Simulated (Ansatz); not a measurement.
`[OH][AlH][SbH][Cl]` + `C[SeH]` → `C[Se][AlH][OH]` + `[Cl][SbH2]`  (cleavage of the Al–Sb bond)

Computed with Ansatz on PBE0-D4/def2-TZVP structures; ΔE is electronic, products minus reactants. CBS: MP2 limit from def2 TZ/QZ plus the TZ coupled-cluster correction, frozen cores. def2 core potentials past Kr. For Sb, Se outer-core shells are correlated without core-valence functions, which leaves a few kJ/mol of doubt a bond. Scalar relativity is left out up to krypton. Each species was taken in one conformer, which may not be the lowest.

```csv
species,MP2/def2-TZVPP energy (Eh)
`[OH][AlH][SbH][Cl]`,-1018.29942
`C[SeH]`,-2440.51199
`C[Se][AlH][OH]`,-2758.33259
`[Cl][SbH2]`,-700.50077
```

(1) Work out ΔE.

Largest T1 diagnostic among the species: 0.014.

Results:

(1) ΔE = (-2758.33259) + (-700.50077) − (-1018.29942) − (-2440.51199) = -0.02195 Eh = -0.60 eV. CCSD(T)/CBS gives -0.57 eV.

In def2-TZVPP, CCSD(T) changes the Hartree–Fock value by +0.08 eV (the triples alone add +0.01 eV) and MP2 by +0.07 eV. From PBE to PBE0 (25 % exact exchange), in def2-TZVPP and without D4, ΔE moves by −0.03 eV.
